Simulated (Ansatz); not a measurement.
Input for Ansatz (a program for electronic structure): U-CCSD(T)/aug-cc-pVDZ on BeFHO (SMILES [OH][Be][F]), a point of a bond scan (R = 1.908 Å).

Ansatz 0.2 input:
```yaml
crystal:
  periodic: [false, false, false]
  atoms:
    - {symbol: Be, position_ang: [0.02934244, 0.01481768, -0.02556009]}
    - {symbol: F, position_ang: [0.98280109, 0.52800817, -0.89505489]}
    - {symbol: O, position_ang: [-0.99864586, -0.46736623, 0.82454057]}
    - {symbol: H, position_ang: [-0.94817946, -1.67746251, 2.29827907]}
basis:
  gaussian:
    orbitals: aug-cc-pVDZ
correlation: {method: ccsd_t, electrons: outside_noble_gas}
scf: {omitted_lower_state_checks: [cluster_reference]}
magnetization: {spin_polarized: true, initial_magnetization: 0}
```

Problem. Give the final energy of this run.

Solution. -189.9817 hartree (reference determinant -189.5393, T1 diagnostic 0.070). Its determinant has ⟨S²⟩ = 0.89, a mixture of spin states.

Problem. How many basis functions does it have, and what does it roughly cost on one machine?

Solution. 78 functions; very roughly 13 core-seconds.
